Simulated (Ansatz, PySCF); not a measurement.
CSi (SMILES [C]=[Si]), triplet (typed; the unrestricted solution is spin-contaminated), at a GFN2-xTB geometry. Base run: WB97X/STO-3G (PySCF).

Geometry (Å):
```xyz
2

Si     0.0000     0.0000    -0.5165
C      0.0000     0.0000     1.2052
```
Charge 0, spin multiplicity 3.
Orbitals are unrestricted.
All else is at PySCF's defaults.

The same geometry, method and basis name were run in Ansatz (a quantum-chemistry and plane-wave program) and PySCF, at each program's defaults and at the settings that a row names. The base is PySCF at its defaults. Differences at the defaults can come from grids, fitting, cores and function types together.

| code and settings | ΔE vs base (µEh) | basis functions | E (Eh) | SCF cycles | dipole (D) |
|---|---|---|---|---|---|
| PySCF, defaults (exact integrals, its default grid, spherical functions) | 0.0 | 14 | -323.46718 | 13 | 0.84 |
| Ansatz, defaults (factorised integrals, its default grid, spherical functions) | -2.4 | 14 | -323.46718 | - | - |
| PySCF, density fitting with def2-universal-jkfit | -898 | 14 | -323.46807 | 13 | 0.84 |
| PySCF, fine grid | -3.3 | 14 | -323.46718 | 13 | 0.84 |
| Ansatz, high accuracy | -1.1 | 14 | -323.46718 | - | - |

Open shells are given as the SCF converged; they aren't shown to be the lowest states, and a large step between rows can be another state.
